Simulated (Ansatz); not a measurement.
Z-matrix (Å, degrees):
```
C
Al 1 1.967
Si 1 1.906 2 74.2
Cl 1 1.870 2 76.8 3 109.2
H 1 1.084 2 148.2 3 -148.0
H 2 1.574 1 139.5 3 166.6
H 3 1.491 1 119.2 2 125.2
H 3 1.490 1 106.4 2 -109.6
```

The species carries charge 0 and has multiplicity 1. The bonds changed during the relaxation, so this is another structure than the one it started from.

Q: List the CAM-B3LYP/def2-TZVPP orbital energies in eV (Ansatz). (An estimate is asked.)

A: Computed: Occupied: -2765.24, -1800.71, -1526.78, -279.65, -259.97, -199.05, -198.90, -198.83, -145.29, -114.79, -100.63, -100.60, -100.59, -75.50, -75.38, -75.32, -26.00, -19.96, -16.21, -14.59, -12.93, -12.17, -11.50, -11.26, -10.50, -8.51, -7.63. Lowest empty: -0.08, 0.24, 0.87, 1.43, 2.30, 2.77, 2.80, 3.07.
